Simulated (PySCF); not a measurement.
Static response to an electric field

Species: H10N2Si3.
Structure used (GFN2-xTB), in Å, numbered top down from 1:
```
atom  x, y, z in Å
Si1    2.9773    0.5727    0.1263
N2     1.4270   -0.0689   -0.2853
Si3   -0.0890    0.3276    0.4467
N4    -1.2729   -0.5040   -0.5010
Si5   -2.9675   -0.6091   -0.1820
H6     3.8901    0.0852   -0.9091
H7     3.4297    0.1269    1.4502
H8     2.8542    2.0276    0.1174
H9     1.4465   -0.9665   -0.7420
H10   -0.2111    1.7864    0.3973
H11   -0.2276   -0.1632    1.8198
H12   -1.0119   -0.6460   -1.4636
H13   -3.4865   -1.5850   -1.1418
H14   -3.6470    0.6811   -0.3549
H15   -3.1157   -1.0569    1.2000
```

Level: PBE0/def2-SVPD (PySCF), static field, nuclei fixed, core orbitals frozen in the response. The polarisability tensor in these axes (au):

```
x   115.06   5.92   1.64
y     5.92  83.79   1.90
z     1.64   1.90  83.73
```

Diagonalise the tensor; give its mean and Δα, where Δα² is half the sum of the squared differences of the eigenvalues.

Principal values 81.53, 84.80 and 116.27 au; mean 94.20 au = 13.96 Å³ = 15.53 × 10⁻⁴⁰ C²·m²/J; Δα = 33.22 au (35 % of the mean).

What is the dipole moment, and where does it point?

(0.18, -0.67, -0.92) D, 1.15 D in size, pointing from the negative to the positive side. Measured along this direction, the outermost atoms are H10 and H11 at the negative end and H12, H9, H13 and H6 at the positive end.

Form Σ f/ω² (atomic units) for the 8 lowest TDDFT singlets, given as eV and f, and set it beside the mean polarisability, which is this sum over all singlets: 6.06, 0.0004; 6.16, 0.0041; 6.52, 0.0243; 6.54, 0.0011; 6.94, 0.0154; 7.03, 0.0007; 7.34, 0.0377; 7.38, 0.0037.

They add up to 1.35 au, 1.4 % of the 94.20 au; the largest single term is 0.52 au, from the state at 7.34 eV. Terms in order: 0.01, 0.08, 0.42, 0.02, 0.24, 0.01, 0.52, 0.05 au. Higher excitations give the rest. The strengths listed sum to 0.087.

What would n − 1 = 2πNα be for an ideal gas of these molecules at 500 K and 1 atm, electronic part alone?

N = p/kT = 1.4678 × 10¹⁹ cm⁻³, so n − 1 = 2π × N × 13.96 × 10⁻²⁴ cm³ = 1287 × 10⁻⁶ at long wavelengths.

Give the principal axes and the span of the nuclei along them.

Largest value along (0.98, 0.18, 0.06), where the nuclei span 7.56 Å; middle along (-0.16, 0.58, 0.80), 2.78 Å; least along (-0.11, 0.79, -0.60), 2.43 Å. The response follows the extents in order.

Orientational against electronic polarisability at 400 K (dilute gas, rigid molecules)?

In Gaussian units μ²/3kT = 8.04 Å³ against 13.96 Å³, a ratio of 0.58; the Debye molar polarisation (4π/3)N_A(α + μ²/3kT) is 55.5 cm³/mol, leaving out the vibrational part.

Molar refractivity from α?

Lorentz–Lorenz: R = (4π/3)N_A α = 2.5225 cm³/(mol·Å³) × 13.96 Å³ = 35.2 cm³/mol, in the limit of long wavelengths.

Isolated species at its GFN2-xTB geometry (one conformer only).
